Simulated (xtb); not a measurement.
C₉H₁₂, charge -1, doublet, from a rough starting geometry (a state made from the parent by changing its charge; the spin is typed, not shown lowest); GFN2-xTB in xtb.

Input for xtb:
```
$ xtb mol.xyz --gfn 2 --chrg -1 --uhf 1 --opt vtight --json

# file mol.xyz
21

C     -2.42915235    -1.56958169    -0.08638915
C     -1.15036609    -0.73321024    -0.06078495
C     -1.23273745     0.58344807    -0.09012728
C     -0.07298325     1.34688633    -0.08722595
C     -0.14209134     2.88966498    -0.04463764
C      1.18760124     0.74768883     0.03503805
C      1.19829078    -0.63626688     0.04020921
C      2.55403930    -1.35924247     0.18770757
C      0.05027202    -1.35097854     0.05426685
H     -2.35204756    -2.48295148     0.44860694
H     -3.25271257    -0.97864311     0.34681580
H     -2.66493762    -1.84538145    -1.14516815
H     -2.21149013     1.11007604    -0.18170171
H     -0.19884124     3.29676877     0.94462196
H     -1.03594300     3.18660311    -0.69247936
H      0.78784730     3.26162637    -0.52194220
H      2.08115831     1.29921081     0.06358271
H      3.28765951    -0.71960155     0.72895929
H      2.43156981    -2.27563453     0.70993391
H      2.89759443    -1.60388907    -0.81844593
H      0.10661033    -2.41656935     0.07846059
```

### Question
What does xtb print? Leave out banner, timings and long lists.

### Answer

```
   ID    Z sym.   atoms
    1    6 C      1-9
    2    1 H      10-21

           -------------------------------------------------
          |                Calculation Setup                |
           -------------------------------------------------

           -------------------------------------------------
          |                 G F N 2 - x T B                 |
           -------------------------------------------------

          ...................................................
          :                      SETUP                      :
          :.................................................:
          :  # basis functions                  48          :
          :  # atomic orbitals                  48          :
          :  # shells                           30          :
          :  # electrons                        49          :
          :  max. iterations                   250          :
          :  Hamiltonian                  GFN2-xTB          :
          :  restarted?                      false          :
          :  GBSA solvation                  false          :
          :  PC potential                    false          :
          :  electronic temp.          300.0000000     K    :
          :  accuracy                    1.0000000          :
          :  -> integral cutoff          0.2500000E+02      :
          :  -> integral neglect         0.1000000E-07      :
          :  -> SCF convergence          0.1000000E-05 Eh   :
          :  -> wf. convergence          0.1000000E-03 e    :
          :  Broyden damping             0.4000000          :
          :  net charge                         -1          :
          :  unpaired electrons                  1          :
          ...................................................

 iter      E             dE          RMSdq      gap      omega  full diag
   1    -25.8809936 -0.258810E+02  0.314E+00    0.25       0.0  T
   2    -25.8959105 -0.149169E-01  0.255E+00    0.23       1.0  T
   3    -25.9303008 -0.343903E-01  0.176E+00    0.41       1.0  T
   4    -25.9485313 -0.182305E-01  0.823E-01    0.12       1.0  T
   5    -25.9480045  0.526810E-03  0.566E-01    0.07       1.0  T
   6    -25.9488965 -0.891971E-03  0.496E-01    0.07       1.0  T
   7    -25.9511062 -0.220971E-02  0.906E-02    0.06       1.0  T
   8    -25.9511731 -0.668887E-04  0.259E-02    0.06       1.0  T
   9    -25.9511738 -0.754394E-06  0.179E-02    0.05       1.2  T
[...]
 * total energy  :   -25.4978371 Eh     change       -0.2024302E-04 Eh
 * total energy  :   -25.4978486 Eh     change       -0.1150725E-04 Eh
 * total energy  :   -25.4978531 Eh     change       -0.4460377E-05 Eh
 * total energy  :   -25.4978575 Eh     change       -0.4365444E-05 Eh
 * total energy  :   -25.4978647 Eh     change       -0.7217749E-05 Eh
 * total energy  :   -25.4978706 Eh     change       -0.5951239E-05 Eh
 * total energy  :   -25.4978744 Eh     change       -0.3820878E-05 Eh
 * total energy  :   -25.4978790 Eh     change       -0.4584019E-05 Eh
 * total energy  :   -25.4978827 Eh     change       -0.3691266E-05 Eh
 * total energy  :   -25.4978843 Eh     change       -0.1567423E-05 Eh
 * total energy  :   -25.4978846 Eh     change       -0.2951324E-06 Eh
 * total energy  :   -25.4978847 Eh     change       -0.6416674E-07 Eh
   *** GEOMETRY OPTIMIZATION CONVERGED AFTER 32 ITERATIONS ***
         :: total energy             -25.497884651226 Eh    ::
[...]
                            10 H    0.977
     2   6 C    3.881 --     3 C    1.442     9 C    1.183     1 C    1.015
                             4 C    0.130
     3   6 C    3.980 --     2 C    1.442     4 C    1.427    13 H    0.961
     4   6 C    3.871 --     3 C    1.427     6 C    1.181     5 C    1.015
                             2 C    0.130
     5   6 C    3.986 --     4 C    1.015    15 H    0.986    14 H    0.977
                            16 H    0.977
     6   6 C    3.877 --     7 C    1.446     4 C    1.181    17 H    0.969
                             9 C    0.137
     7   6 C    3.974 --     6 C    1.446     9 C    1.428     8 C    1.000
     8   6 C    3.988 --     7 C    1.000    18 H    0.987    19 H    0.985
                            20 H    0.980
     9   6 C    3.864 --     7 C    1.428     2 C    1.183    21 H    0.970
                             6 C    0.137
    10   1 H    0.999 --     1 C    0.977
    11   1 H    0.999 --     1 C    0.986
    12   1 H    0.999 --     1 C    0.977
    13   1 H    0.996 --     3 C    0.961
    14   1 H    0.999 --     5 C    0.977
    15   1 H    0.999 --     5 C    0.986
    16   1 H    0.999 --     5 C    0.977
    17   1 H    0.996 --     6 C    0.969
    18   1 H    1.000 --     8 C    0.987
    19   1 H    1.000 --     8 C    0.985
    20   1 H    1.000 --     8 C    0.980
    21   1 H    0.996 --     9 C    0.970
 ---------------------------------------------------------------------------

Topologies differ in total number of bonds
Writing topology from bond orders to xtbtopo.mol

molecular dipole:
                 x           y           z       tot (Debye)
 q only:        0.095      -0.025       0.010
   full:        0.091      -0.024      -0.005       0.239
molecular quadrupole (traceless):
                xx          xy          yy          xz          yz          zz
 q only:       -3.547      -1.245      -5.521      -0.833       0.079       9.068
  q+dip:       -1.310      -0.983      -2.796      -0.410       0.040       4.106
   full:       -1.748      -1.217      -3.608      -0.523       0.049       5.356

optimized geometry written to: xtbopt.xyz

           -------------------------------------------------
          | TOTAL ENERGY              -25.497884651226 Eh   |
          | GRADIENT NORM               0.000112124352 Eh/α |
          | HOMO-LUMO GAP               0.378376299535 eV   |
           -------------------------------------------------
```
